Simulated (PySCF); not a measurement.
C4H3BrClF. Atoms are numbered in the order given.

```xyz
10

C      0.1083    -2.7472     0.0000
C     -0.7099    -1.6913     0.0000
F     -2.0449    -1.8914     0.0000
C     -0.3662    -0.2641     0.0000
Br     1.4723     0.1924     0.0000
C     -1.3252     0.6810     0.0000
Cl    -1.0510     2.3762     0.0000
H      1.1876    -2.6135     0.0000
H     -0.3131    -3.7530     0.0000
H     -2.3755     0.3890     0.0000
```

Coordinates come from a B3LYP-D3(BJ)/def2-SVP optimisation. The structure was generated by enumeration; whether it is a known compound was not checked. Other conformers were not sampled.

Method: PySCF with CAM-B3LYP/def2-TZVP.

ESP charges are fitted to the potential on shells at 1.4 to 2.0 van der Waals radii. Atomic charges (e):

```json
[
 {"atom": "C1", "Mulliken": "-0.32", "meta-Löwdin": "-0.30", "Löwdin": "-0.18", "ESP fit": "-0.64"},
 {"atom": "C2", "Mulliken": "0.25", "meta-Löwdin": "0.30", "Löwdin": "-0.32", "ESP fit": "0.44"},
 {"atom": "F3", "Mulliken": "-0.21", "meta-Löwdin": "-0.28", "Löwdin": "0.19", "ESP fit": "-0.21"},
 {"atom": "C4", "Mulliken": "-0.08", "meta-Löwdin": "-0.05", "Löwdin": "-0.42", "ESP fit": "-0.11"},
 {"atom": "Br5", "Mulliken": "-0.01", "meta-Löwdin": "0.00", "Löwdin": "0.38", "ESP fit": "0.00"},
 {"atom": "C6", "Mulliken": "-0.08", "meta-Löwdin": "-0.12", "Löwdin": "-0.46", "ESP fit": "-0.14"},
 {"atom": "Cl7", "Mulliken": "-0.04", "meta-Löwdin": "0.00", "Löwdin": "0.41", "ESP fit": "-0.03"},
 {"atom": "H8", "Mulliken": "0.16", "meta-Löwdin": "0.15", "Löwdin": "0.13", "ESP fit": "0.23"},
 {"atom": "H9", "Mulliken": "0.15", "meta-Löwdin": "0.14", "Löwdin": "0.14", "ESP fit": "0.26"},
 {"atom": "H10", "Mulliken": "0.18", "meta-Löwdin": "0.16", "Löwdin": "0.14", "ESP fit": "0.20"}
]
```

Task: Give the Mayer and Wiberg (Löwdin basis) orders of the bonds. (Estimate from the structure and the level; the computed values follow.)

Result: 
```json
[
 {"bond": "C1–C2", "Mayer": "1.82", "Wiberg": "2.04"},
 {"bond": "C2–F3", "Mayer": "1.03", "Wiberg": "1.66"},
 {"bond": "C2–C4", "Mayer": "1.00", "Wiberg": "1.21"},
 {"bond": "C4–Br5", "Mayer": "1.16", "Wiberg": "1.54"},
 {"bond": "C4–C6", "Mayer": "1.75", "Wiberg": "1.96"},
 {"bond": "C6–Cl7", "Mayer": "1.19", "Wiberg": "1.76"},
 {"bond": "C1–H8", "Mayer": "0.94", "Wiberg": "0.88"},
 {"bond": "C1–H9", "Mayer": "0.96", "Wiberg": "0.88"},
 {"bond": "C6–H10", "Mayer": "0.94", "Wiberg": "0.85"}
]
```
